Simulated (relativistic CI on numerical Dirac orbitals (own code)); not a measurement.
What each ingredient does to the levels of Sn XV

Base calculation: Dirac-Coulomb-Breit CI, KLI orbitals optimised for each configuration, QED by a radiative potential, unscaled Slater integrals.

Configuration list (outside the closed core [Ar] 3d10): 4s²4p⁶, 4s²4p⁵4d, 4s4p⁶4d, 4s²4p⁵4f, 4s4p⁶4f, 4s²4p⁵5s, 4s²4p⁵5p, 4s4p⁶5s, 4s²4p⁵5d, 4s4p⁶5p, 4s²4p⁵5f, 4p⁶4d4f, 4s²4p⁵6s, 4s²4p⁵5g, 4s²4p⁵6p, 4s4p⁶5d, 4s²4p⁵6d, 4s²4p⁵6f, 4s4p⁶5f, 4s²4p⁵7s, 4s4p⁶6s, 4p⁶4d², 4p⁵4d³, 4p⁵4d²4f, 4p⁵4d²5s, 4p⁵4d²5p, 4p⁶4f², 4p⁵4d4f², 4p⁵4f³, 4p⁵4f²5s, 4p⁵4f²5p, 4p⁶4d5s, 4p⁵4d4f5s, 4p⁵4d5s², 4p⁵4d5s5p. Double excitations out of closed p, d and f shells are left out; levels of such configurations are missing from the list, as are those of other unlisted configurations, and high levels can miss mixing partners. These lack a partner that the ground configuration has and come out too high: 4s²4p⁵5d, 4s²4p⁵5f, 4s²4p⁵6s, 4s²4p⁵5g, 4s²4p⁵6p.

Variants: (1) configuration mixing switched off. Shifts of the energy above 4s²4p⁶ ¹S0, in cm⁻¹, for the lowest level and the first level of each name with at least 55 % of one term (blank where a level changes its place among those of its configuration and J or its character, or is not in the variant):

| Level | Base | Δ(1) |
| --- | --- | --- |
| 4s²4p⁶ ¹S0 | 0 | 0 |
| 4s²4p⁵4d ³P°0 | 528503 | -225 |
| 4s²4p⁵4d ³P°1 | 537797 | -217 |
| 4s²4p⁵4d ³P°2 | 556040 | -101 |
| 4s²4p⁵4d ³F°3 | 556844 | +2013 |
| 4s²4p⁵4d ³F°4 | 557053 | +2671 |
| 4s²4p⁵4d ³D°3 | 593080 | -12 |
| 4s²4p⁵4d ³D°1 | 619359 | -170 |
| 4s²4p⁵4d ¹P°1 | 777208 | +1803 |
| 4s4p⁶4d ³D1 | 1013140 | +23097 |
| 4s4p⁶4d ³D2 | 1018898 | +21981 |
| 4s4p⁶4d ³D3 | 1029078 | +20923 |
| 4s4p⁶4d ¹D2 | 1090359 | +4219 |
| 4s²4p⁵4f ³G5 | 1226615 | -47 |
| 4s²4p⁵4f ³G4 | 1234202 | -9 |
| 4s²4p⁵4f ³D1 | 1236179 | -21699 |
| 4s²4p⁵4f ³D2 | 1241253 | -19087 |
| 4s²4p⁵4f ³F4 | 1254305 | +73 |
| 4s²4p⁵4f ³F2 | 1274311 | -431 |
| 4s²4p⁵5s ³P°2 | 1282029 | +1919 |
| 4s²4p⁵5s ¹P°1 | 1289710 | +1256 |
| 4s²4p⁵4f ¹D2 | 1345925 | -602 |

At this charge energies of transitions that change n are usually good to better than 1 %, and those within a shell (Δn = 0) to a few per cent.

Ionisation energy from the two ground configurations alone: base 379.272 eV. The NIST ASD value (theoretical) is 379 eV.

LS names give the leading component of a level, which can be under half, so a name can repeat, a term be missing and a line seem to break the LS rules.
